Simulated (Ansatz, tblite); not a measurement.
Forces on Ga₉As₉H₂₈, a nanocrystal cut from zinc blende GaAs (hydrogen-capped) at its PBE-D4/def2-SVP geometry. Total charge 0; singlet.

The xTB rows come from tblite. Single mean-field runs in def2-TZVP are fitted with def2-universal-jkfit.

GFN2-xTB (tblite), largest force 0.72 eV/Å:

```xyz
46
positions Å, forces eV/Å
Ga   -0.497    4.348    1.764   -0.002    0.263   -0.297
Ga    3.387   -1.192    3.462    0.309    0.053   -0.170
Ga    0.769   -4.011    1.094    0.238   -0.336   -0.325
Ga   -0.043    0.240    0.983   -0.092    0.265   -0.199
Ga    1.586    2.679   -1.598   -0.188   -0.001   -0.023
Ga    2.177   -1.405   -1.556   -0.323    0.051   -0.303
Ga   -1.469    0.209   -2.813   -0.181    0.076    0.024
Ga   -2.290    4.525   -1.941    0.170    0.124    0.100
Ga   -1.445   -4.175   -2.148    0.160   -0.024    0.061
As    2.147    0.555    2.147    0.376    0.188    0.237
As   -1.483    1.983    1.971   -0.308    0.318    0.327
As   -0.160    4.232   -0.687    0.099    0.361   -0.013
As   -0.644   -2.041    1.811   -0.272   -0.430    0.353
As    2.949   -3.264    2.096    0.249   -0.146    0.240
As    0.825   -3.529   -1.294    0.039   -0.398   -0.318
As   -2.971    2.067   -2.126   -0.258    0.283   -0.279
As   -2.565   -1.902   -2.067   -0.239   -0.449   -0.275
As    0.486    0.413   -1.360    0.545    0.006   -0.471
H    -1.643    5.334    2.211    0.131   -0.048    0.114
H     0.842    4.110    2.580   -0.102    0.066    0.109
H     2.487   -1.410    4.742    0.066    0.021    0.048
H     4.925   -0.871    3.436   -0.091   -0.031    0.173
H     0.254   -5.344    1.755   -0.065   -0.022    0.069
H     2.823    2.672   -0.602    0.056    0.068   -0.168
H     1.724    2.923   -3.153    0.119   -0.002    0.124
H     2.994   -1.330   -0.181    0.165    0.020    0.128
H     2.888   -1.418   -2.962    0.057   -0.002    0.212
H    -1.185    0.183   -4.360    0.009   -0.011    0.015
H    -3.415    5.175   -1.041    0.002    0.043   -0.136
H    -2.011    4.899   -3.449   -0.157    0.050    0.110
H    -2.160   -5.066   -1.056   -0.011   -0.044   -0.107
H    -1.364   -4.501   -3.688   -0.107   -0.081    0.128
H     1.926    1.732    3.096    0.112   -0.144   -0.316
H     3.000    1.280    1.115   -0.219   -0.062    0.447
H    -1.779    1.507    3.391   -0.153   -0.073   -0.322
H    -2.877    1.752    1.396    0.146   -0.086    0.336
H     0.475    5.606   -0.915   -0.094   -0.237    0.036
H    -0.798   -1.957    3.327   -0.219    0.027   -0.288
H    -2.105   -2.319    1.475    0.141    0.071    0.312
H     3.344   -4.410    3.025    0.050    0.217   -0.364
H     4.028   -3.478    1.047   -0.184   -0.160    0.382
H     1.713   -4.679   -1.771   -0.125    0.206    0.110
H    -3.591    1.577   -0.818   -0.109   -0.036   -0.310
H    -4.239    1.930   -2.967    0.192   -0.091    0.370
H    -3.069   -1.614   -0.654   -0.153    0.021   -0.242
H    -3.943   -2.016   -2.717    0.226    0.119    0.361
```

BLYP-D4/def2-TZVP (Ansatz), largest force 0.23 eV/Å:

```
Ga 0.051 0.146 0.123
Ga 0.104 0.026 0.148
Ga -0.037 -0.185 0.033
Ga -0.054 0.010 -0.049
Ga 0.151 0.027 -0.050
Ga 0.161 0.034 -0.006
Ga 0.049 0.008 -0.112
Ga -0.073 0.148 -0.041
Ga -0.060 -0.162 -0.045
As 0.075 0.217 -0.036
As -0.189 -0.068 0.065
As 0.067 0.118 -0.031
As -0.188 -0.021 0.097
As 0.132 -0.120 -0.024
As 0.085 -0.092 -0.080
As -0.170 -0.050 0.041
As -0.170 0.008 0.076
As 0.008 -0.011 -0.020
H 0.034 -0.016 0.001
H -0.044 0.009 -0.013
H 0.018 0.007 -0.013
H -0.020 -0.005 0.014
H 0.007 0.022 -0.011
H -0.033 0.001 -0.044
H 0.006 -0.005 0.029
H -0.021 -0.007 -0.062
H -0.003 0.000 0.032
H -0.008 -0.001 0.024
H 0.024 -0.002 -0.030
H -0.018 0.000 0.026
H 0.020 0.009 -0.037
H -0.010 -0.004 0.030
H 0.018 -0.052 -0.053
H -0.054 -0.048 0.087
H 0.001 0.006 -0.046
H 0.053 0.003 0.027
H -0.018 -0.041 0.008
H -0.004 0.000 -0.055
H 0.060 0.021 0.022
H -0.001 0.027 -0.030
H -0.040 -0.003 0.041
H -0.025 0.034 0.016
H 0.028 0.010 -0.053
H 0.029 0.000 0.032
H 0.022 -0.006 -0.060
H 0.037 0.008 0.030
```

r2SCAN-D4/def2-TZVP (Ansatz), largest force 0.36 eV/Å:

```
Ga -0.010 0.007 0.028
Ga 0.021 0.000 0.035
Ga 0.000 -0.016 0.017
Ga 0.076 0.035 0.011
Ga 0.028 0.004 -0.033
Ga 0.031 0.014 -0.029
Ga 0.019 0.006 -0.048
Ga -0.021 0.008 -0.020
Ga -0.014 -0.023 -0.029
As 0.097 0.324 0.014
As -0.245 -0.162 0.136
As 0.076 0.279 -0.011
As -0.280 -0.036 0.181
As 0.226 -0.254 0.011
As 0.126 -0.259 0.016
As -0.305 -0.127 0.027
As -0.310 0.028 0.081
As -0.006 -0.018 0.034
H 0.183 -0.139 -0.060
H -0.199 0.054 -0.113
H 0.134 0.034 -0.166
H -0.223 -0.049 0.015
H 0.077 0.195 -0.105
H -0.167 0.021 -0.169
H -0.007 -0.027 0.222
H -0.092 -0.012 -0.188
H -0.094 0.000 0.210
H -0.047 0.004 0.222
H 0.164 -0.083 -0.140
H -0.050 -0.039 0.221
H 0.103 0.118 -0.165
H -0.019 0.034 0.233
H 0.055 -0.257 -0.192
H -0.181 -0.180 0.247
H 0.063 0.096 -0.292
H 0.292 0.052 0.140
H -0.124 -0.274 0.043
H 0.032 -0.013 -0.314
H 0.305 0.054 0.087
H -0.079 0.230 -0.185
H -0.225 0.041 0.216
H -0.177 0.232 0.090
H 0.123 0.095 -0.286
H 0.260 0.031 0.174
H 0.097 -0.050 -0.301
H 0.287 0.024 0.136
```
